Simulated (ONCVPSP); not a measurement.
# Transferability test, ONCV potential for cadmium (Cd)

- Element: cadmium (Cd)
- Generator: ONCVPSP 4.0.1
- Type: optimised norm-conserving Vanderbilt (ONCV)
- Functional: PBE
- Relativity: scalar-relativistic
- Frozen core: [Ar] 3d10
- Valence charge: 20
- Reference configuration: 4s2 4p6 4d10 5s0.5 (charge +1.5)
- Partial waves: 4s+5s: rc 1.25 bohr, ncon 4, nbas 8, qcut 11.1 1/bohr, 3 projectors, debl 2.5 Ha; 4p: rc 1.05 bohr, ncon 3, nbas 6, qcut 9.2 1/bohr, 2 projectors, debl 2.1 Ha; 4d: rc 1.70 bohr, ncon 4, nbas 9, qcut 8.8 1/bohr, 3 projectors, debl 1.7 Ha; f scattering state at 0.27 Ha: rc 1.35 bohr, ncon 4, nbas 8, qcut 9.4 1/bohr, 2 projectors, debl 3.9 Ha
- Local potential: polynomial inside 0.90 bohr (lpopt 1, dvloc0 0 Ha)
- Core correction: Teter function fitted to the true core (icmod 2), fcfact 0.7

In the p channel the program set the typed energies aside and used -2.967, 0.250 Ha.

Energies are relative to the spin-unpolarised reference configuration 4s2 4p6 4d10 5s0.5; without spin polarisation the order of configurations can differ from experiment.

```tsv
valence configuration	charge	ΔE all-electron (eV)	error AE − PS (meV)
4s2 4p6 4d10 5s1	+1	-7.530	+1.2
4s2 4p6 4d10 5s0	+2	9.596	-1.4
```

(1) What are ΔE and the potential's error for 4s2 4p6 4d9 5s2?

(2) What are ΔE and the potential's error for 4s2 4p6 4d10 5s2?

Results:

(1) ΔE = 1.172 eV all-electron; the error (AE − PS) is +11 meV.

(2) ΔE = -16.802 eV all-electron; the error (AE − PS) is +2.9 meV.
